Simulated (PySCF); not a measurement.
## Correlation energy of Tl (thallium, neutral)

[Xe] 4f14 5d10 6s1 6p2, high-spin 4P determinant (an excited configuration). All numbers are calculated (PySCF 2.14, scalar relativity through the core potential, in aug-cc-pVTZ-PP with one added diffuse shell each of d, f type with ECP60MDF (6s5p5d3f, 67 functions)). Frozen: 5s2 5p6 5d10; 3 electrons correlated.

| level | correlation energy (mhartree) |
| --- | --- |
| CCSD | -9.55 |
| (T) | -0.07 |
| CCSD(T) | -9.62 |

Diagnostics: T1 = 0.0043, D1 = 0.0062, largest double amplitude 0.036.

Spin-orbit coupling is strong in this species (close to jj coupling), so the high-spin LS determinant is a model state, not a physical level.

Cost of the coupled-cluster step: 2.1 s of wall time on 1 thread of Neoverse-V1 (shared host), for 3 correlated electrons.

Spin-orbit coupling is strong in this species, so the high-spin LS determinant is a model state.
